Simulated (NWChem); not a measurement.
System meant: BHOBrF; SMILES B(F)(O)Br

NWChem input:

```
start job
memory heap 200 mb stack 900 mb global 1100 mb
geometry units angstroms noautoz
  B      0.033188    -0.922998     0.000000
  F     -1.107825    -1.604489     0.000000
  Br    -0.029561     1.007267     0.000000
  O      1.230716    -1.538060     0.000000
  H      1.141009    -2.505076     0.000000
end
basis spherical
  * library def2-svp
end
dft
  xc b3lyp
  iterations 4
  mulliken
end
task dft energy
```

End of the output:

```
    Atom       Charge   Shell Charges
 -----------   ------   -------------------------------------------------------
    1 B    5     5.32   1.96  0.50  0.23  1.38  0.74  0.51
    2 F    9     8.96   1.98  0.98  0.70  3.21  2.08  0.01
    3 Br  35    34.88   2.00  2.00  1.96  1.11  0.68  5.99  5.81  2.47  2.83  7.84  2.04  0.16
    4 O    8     7.97   1.97  0.85  0.55  2.72  1.85  0.02
    5 H    1     0.88   0.54  0.16  0.17

 center of mass
 --------------
 x =  -0.03565495 y =   0.14473477 z =   0.00000000

 moments of inertia (a.u.)
 ------------------
         650.946049350759           0.000000000000           0.000000000000
           0.000000000000         174.525699963411           0.000000000000
           0.000000000000           0.000000000000         825.471749314170

     Multipole analysis of the density
     ---------------------------------

     L   x y z        total         alpha         beta         nuclear
     -   - - -        -----         -----         ----         -------
     0   0 0 0     -0.000000    -29.000000    -29.000000     58.000000

     1   1 0 0      0.162614      0.081307      0.081307     -0.000000
     1   0 1 0     -0.809517     -0.404758     -0.404758     -0.000000
     1   0 0 1     -0.000000     -0.000000     -0.000000      0.000000

     2   2 0 0    -27.402003    -57.308407    -57.308407     87.214811
     2   1 1 0     -2.004222      3.111355      3.111355     -8.226932
     2   1 0 1      0.000000      0.000000      0.000000      0.000000
     2   0 2 0    -19.913112   -167.412891   -167.412891    314.912669
     2   0 1 1      0.000000      0.000000      0.000000      0.000000
     2   0 0 2    -24.804351    -12.402175    -12.402175      0.000000

 ------------------------------------------------------------------------
 dft energy failed                                                                                  0
 ------------------------------------------------------------------------
 ------------------------------------------------------------------------
  current input line :
    18: task dft energy
 ------------------------------------------------------------------------
 ------------------------------------------------------------------------
 This type of error is most commonly associated with calculations not reaching convergence criteria
 ------------------------------------------------------------------------
 For more information see the NWChem manual at https://nwchemgit.github.io

0:dft energy failed:Received an Error in Communication
```

What is wrong, and how is it mended?

Convergence was not reached. Cause: the SCF was allowed too few iterations. This input runs:
```
start job
memory heap 200 mb stack 900 mb global 1100 mb
geometry units angstroms noautoz
  B      0.033188    -0.922998     0.000000
  F     -1.107825    -1.604489     0.000000
  Br    -0.029561     1.007267     0.000000
  O      1.230716    -1.538060     0.000000
  H      1.141009    -2.505076     0.000000
end
basis spherical
  * library def2-svp
end
dft
  xc b3lyp
  iterations 150
  mulliken
end
task dft energy
```
It converges to -2774.39213 Ha (B3LYP/def2-SVP).
